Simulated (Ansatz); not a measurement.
**Molecular dynamics of NaH₁₂BrO₆**

Input:

```yaml
accuracy: low
crystal:
  lattice:
    - [6.628223, 0.0, 0.0]
    - [0.0, 6.628223, 0.0]
    - [0.0, 0.0, 6.628223]
  atoms:
    - { symbol: O, position: [0.6074062, 0.30300156, -0.03087489] }
    - { symbol: H, position: [0.64733386, 0.21369524, 0.07374845] }
    - { symbol: H, position: [0.48835966, 0.36490617, 0.03072189] }
    - { symbol: O, position: [0.10432908, 0.32884299, 0.81395175] }
    - { symbol: H, position: [0.05763369, 0.34162496, 0.95409054] }
    - { symbol: H, position: [-0.02256532, 0.32594062, 0.73912071] }
    - { symbol: O, position: [0.73250882, 0.90580867, 0.69873967] }
    - { symbol: H, position: [0.69927029, 0.77441332, 0.63551379] }
    - { symbol: H, position: [0.82605971, 0.95393019, 0.58644241] }
    - { symbol: O, position: [0.23148775, 0.04109455, 0.44865597] }
    - { symbol: H, position: [0.07079597, 0.09999893, 0.45027279] }
    - { symbol: H, position: [0.21417006, -0.05595282, 0.35250851] }
    - { symbol: O, position: [0.96550377, 0.7376898, 0.29188284] }
    - { symbol: H, position: [0.88640364, 0.61439487, 0.26606773] }
    - { symbol: H, position: [0.89953903, 0.81809081, 0.18087522] }
    - { symbol: O, position: [0.198071, 0.95182605, 1.01784376] }
    - { symbol: H, position: [0.06063459, 1.00831662, 1.00089045] }
    - { symbol: H, position: [0.1337662, 0.83398077, 1.07776664] }
    - { symbol: Na, position: [0.41692925, 1.13474594, 0.69243363] }
    - { symbol: Br, position: [0.8134749, 0.26004972, 0.38572843] }
basis:
  ecutwfc: 420.0
kpoints:
  mp_grid: { grid: [1, 1, 1] }
hamiltonian:
  xc: pbe
  dispersion: d3bj
scf:
  occupations: { method: fermi_dirac, width: 0.05 }
  lower_state_search: "off"
md:
  timestep: 0.5
  n_steps: 400
  ensemble: nvt_nose_hoover
  temperature: 700.0
  initial_velocities: maxwell_boltzmann
  seed: 549521
  nose_hoover: { tau: 100.0, chain_length: 3 }
```

Command:

```bash
$ ansatz run input.yaml --threads 1 --pin off --max-ram 3072MiB --backend cpu --events-out ev --progress --plain --runs-dir out
```

It goes on from the last frame of an earlier run, with new velocities.

Output, in part (step lines):

```
md step     0: t =     0.00 fs  T =   700.0 K  F+E_penalty+E_count = -7869.02705588 eV  E_kin = 1.719158 eV  conserved = -7867.30789790 eV  (8 SCF iters)
md step     1: t =     0.50 fs  T =   661.6 K  F+E_penalty+E_count = -7868.92975152 eV  E_kin = 1.624840 eV  conserved = -7867.30491167 eV  (8 SCF iters)
md step     2: t =     1.00 fs  T =   646.7 K  F+E_penalty+E_count = -7868.89175683 eV  E_kin = 1.588311 eV  conserved = -7867.30345065 eV  (7 SCF iters)
md step     3: t =     1.50 fs  T =   664.4 K  F+E_penalty+E_count = -7868.93581924 eV  E_kin = 1.631619 eV  conserved = -7867.30421578 eV  (8 SCF iters)
md step     4: t =     2.00 fs  T =   710.3 K  F+E_penalty+E_count = -7869.05070206 eV  E_kin = 1.744394 eV  conserved = -7867.30633845 eV  (7 SCF iters)
md step     5: t =     2.50 fs  T =   771.2 K  F+E_penalty+E_count = -7869.20291753 eV  E_kin = 1.894108 eV  conserved = -7867.30885412 eV  (6 SCF iters)
md step     6: t =     3.00 fs  T =   830.8 K  F+E_penalty+E_count = -7869.35177789 eV  E_kin = 2.040416 eV  conserved = -7867.31141162 eV  (4 SCF iters)
md step     7: t =     3.50 fs  T =   872.5 K  F+E_penalty+E_count = -7869.45673389 eV  E_kin = 2.142907 eV  conserved = -7867.31386306 eV  (4 SCF iters)
[... lines left out ...]
md step   399: t =   199.50 fs  T =   620.9 K  F+E_penalty+E_count = -7869.76221929 eV  E_kin = 1.524789 eV  conserved = -7867.31279094 eV  (4 SCF iters)
md step   400: t =   200.00 fs  T =   620.3 K  F+E_penalty+E_count = -7869.76239962 eV  E_kin = 1.523505 eV  conserved = -7867.31251731 eV  (7 SCF iters)
```

The steps, from the saved trajectory:

| time (fs) | T (K) | potential energy less start (eV) | conserved less start (meV/atom) |
| --- | --- | --- | --- |
| 0.0 | 700 | 0.000 | 0.00 |
| 6.5 | 720 | -0.047 | 0.16 |
| 13.0 | 762 | -0.158 | -0.13 |
| 19.5 | 821 | -0.305 | -0.08 |
| 26.0 | 812 | -0.285 | 0.06 |
| 32.5 | 813 | -0.297 | 0.00 |
| 39.0 | 893 | -0.512 | -0.23 |
| 45.5 | 903 | -0.555 | -0.21 |
| 52.0 | 792 | -0.299 | 0.14 |
| 58.5 | 880 | -0.551 | -0.31 |
| 65.0 | 831 | -0.457 | -0.12 |
| 71.5 | 749 | -0.287 | 0.00 |
| 78.0 | 594 | 0.060 | -0.09 |
| 84.5 | 729 | -0.300 | -0.09 |
| 91.0 | 751 | -0.387 | -0.04 |
| 97.5 | 739 | -0.399 | 0.02 |
| 104.0 | 861 | -0.744 | -0.22 |
| 110.5 | 650 | -0.265 | 0.05 |
| 117.0 | 838 | -0.781 | -0.12 |
| 123.5 | 883 | -0.949 | -0.31 |
| 130.0 | 577 | -0.245 | 0.18 |
| 136.5 | 709 | -0.629 | -0.34 |
| 143.0 | 540 | -0.252 | -0.10 |
| 149.5 | 502 | -0.196 | 0.00 |
| 156.0 | 644 | -0.586 | -0.29 |
| 162.5 | 534 | -0.348 | -0.06 |
| 169.0 | 655 | -0.684 | -0.16 |
| 175.5 | 630 | -0.656 | -0.07 |
| 182.0 | 566 | -0.531 | -0.10 |
| 188.5 | 555 | -0.528 | -0.01 |
| 195.0 | 570 | -0.591 | -0.13 |

The run went to its last step. The conserved energy stayed within 0.42 meV per atom of its start (net change -0.23 meV per atom), so the integration is sound. A run of 0.2 ps of so small a system gives no equilibrium averages. Limits of this set-up: coarse k mesh, low accuracy level.

Mean squared displacements from the first frame to the last, about the centre of mass: O 0.71 Å², H 1.95 Å², Na 1.04 Å², Br 0.88 Å².

Last frame:

```xyz
20
Lattice="6.6282 0.0000 0.0000 0.0000 6.6282 0.0000 0.0000 0.0000 6.6282" Properties=species:S:1:pos:R:3
O 3.991 1.676 -0.157
H 4.857 1.998 -0.442
H 4.051 1.189 0.685
O 1.065 1.950 4.932
H 1.727 2.066 4.212
H 0.233 2.298 4.516
O 5.202 5.385 4.614
H 5.423 4.761 3.901
H 5.393 4.935 5.477
O 1.752 0.666 2.567
H 0.912 0.499 2.935
H 1.487 0.459 1.549
O 5.717 4.250 0.677
H 5.960 3.659 1.451
H 4.839 3.864 0.417
O 1.253 5.864 6.282
H 0.771 6.588 5.874
H 0.581 5.170 6.483
Na 3.393 6.737 4.430
Br 5.136 2.378 3.179
```

Time of the run: 2.8 min on 1 thread of AMD EPYC 9B45 (Zen 5), with other jobs on the host, peak memory 0.42 GiB.
